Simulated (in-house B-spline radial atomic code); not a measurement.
A run on Mo⁻ that did not converge. Method: scalar-relativistic (X2C) TPSSh, spin-polarised, spherical fractional occupations, exact exchange averaged over the configuration, Fermi nucleus of rms radius 4.4091 fm; computed with an all-electron radial atomic-structure program (B-spline basis).

Command:
```bash
python run_scf.py task.json out
```
Settings (nuclear radius in fm, mass in u):
```
Z                42
configuration    [Kr] 4d5 5s2
hamiltonian      x2c
method           tpssh
spin_polarised   True
nucleus          fermi
rms_radius       4.4091
atomic_mass      97.9054
speed_of_light   137.035999084
exact_exchange   averaged over the configuration
```

First and last ten iterations of the last attempt (damped for 15 steps, keeping 80 % of the old Fock matrix, then DIIS):
```
 iter        energy (Eh)    residual
    1       -4048.262423    6.66e-02
    2       -4042.201527    1.22e-01
    3       -4047.971268    6.04e-02
    4       -4048.146527    3.52e-02
    5       -4048.221534    2.08e-02
    6       -4048.251525    1.50e-02
    7       -4048.263124    1.05e-02
    8       -4048.267804    7.59e-03
    9       -4048.269958    6.05e-03
   10       -4048.271142    4.83e-03
  111       -3361.986759    1.90e+00
  112       -3361.983116    1.90e+00
  113       -3361.951366    1.90e+00
  114       -3361.880259    1.90e+00
  115       -3361.878335    1.90e+00
  116       -3862.254205    4.77e+00
  117       -3868.241062    4.76e+00
  118       -3849.751487    6.85e+00
  119       -3890.158368    6.43e+00
  120       -3874.346343    4.04e+00
 not converged after 120 iterations
```

The smallest residual met was 3.8e-03; the threshold is about 4e-07. No energy from this run should be used. Run time, properties included: 9 s on 1 thread of Arm Neoverse N1, on a shared host.
